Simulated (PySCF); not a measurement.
**Fractional electron number in Br (bromine, neutral)**

The 4p beta orbital of [Ar] 3d10 4s2 4p5 is emptied in steps (occupation f), with all orbitals relaxed, ending at [Ar] 3d10 4s2 4p4. Computed with PySCF 2.14 in jorge-DZP-DKH, with scalar relativity by spin-free X2C-1e. The exact energy is a straight line in f; departures are measured from the line between the end points of the same method.

| f | UHF (eV) | LDA (eV) | PBE (eV) | PBE0 (eV) | r2SCAN (eV) | LC-wPBE (eV) | BHandHLYP (eV) | wB97X (eV) | HSE06 (eV) | BLYP (eV) |
| --- | --- | --- | --- | --- | --- | --- | --- | --- | --- | --- |
| 1 | 0.000 | 0.000 | 0.000 | 0.000 | 0.000 | 0.000 | 0.000 | 0.000 | 0.000 | 0.000 |
| 0.8 | 0.113 | -0.778 | -0.750 | -0.534 | -0.699 | -0.085 | -0.341 | -0.163 | -0.604 | -0.770 |
| 0.6 | 0.167 | -1.167 | -1.121 | -0.797 | -1.034 | -0.123 | -0.512 | -0.251 | -0.904 | -1.154 |
| 0.4 | 0.165 | -1.165 | -1.117 | -0.792 | -1.016 | -0.118 | -0.513 | -0.259 | -0.901 | -1.154 |
| 0.2 | 0.108 | -0.776 | -0.741 | -0.524 | -0.664 | -0.075 | -0.344 | -0.181 | -0.598 | -0.769 |
| 0 | 0.000 | 0.000 | 0.000 | 0.000 | 0.000 | 0.000 | 0.000 | 0.000 | 0.000 | 0.000 |

```csv
method,E(f=0) − E(f=1) (eV),−ε at f=1 (eV),−ε at f=0.4 (eV)
UHF,10.752,11.469,10.603
LDA,12.002,7.137,12.982
PBE,11.723,7.026,12.678
PBE0,11.782,8.430,12.468
r2SCAN,11.867,7.455,12.809
LC-wPBE,11.839,11.292,11.962
BHandHLYP,11.722,9.592,12.142
wB97X,11.848,10.841,12.011
HSE06,11.801,8.014,12.566
BLYP,11.626,6.813,12.592
```

Orbital energy along the path (eV):

| f | UHF | LDA | PBE | PBE0 | r2SCAN | LC-wPBE | BHandHLYP | wB97X | HSE06 | BLYP |
| --- | --- | --- | --- | --- | --- | --- | --- | --- | --- | --- |
| 1 | -11.469 | -7.137 | -7.026 | -8.430 | -7.455 | -11.292 | -9.592 | -10.841 | -8.014 | -6.813 |
| 0.8 | -11.168 | -9.085 | -8.922 | -9.792 | -9.290 | -11.534 | -10.442 | -11.221 | -9.543 | -8.740 |
| 0.6 | -10.880 | -11.035 | -10.808 | -11.140 | -11.086 | -11.759 | -11.291 | -11.605 | -11.061 | -10.667 |
| 0.4 | -10.603 | -12.982 | -12.678 | -12.468 | -12.809 | -11.962 | -12.142 | -12.011 | -12.566 | -12.592 |
| 0.2 | -10.338 | -14.919 | -14.520 | -13.767 | -14.421 | -12.139 | -13.002 | -12.477 | -14.057 | -14.512 |
| 0 | -10.084 | -16.838 | -16.325 | -15.030 | -15.945 | -12.277 | -13.885 | -13.040 | -15.515 | -16.423 |

Reference removal energy between the ground levels: 11.814 eV (measured; NIST Atomic Spectra Database, ionization energies). The calculation has no spin-orbit coupling. UHF lacks correlation.
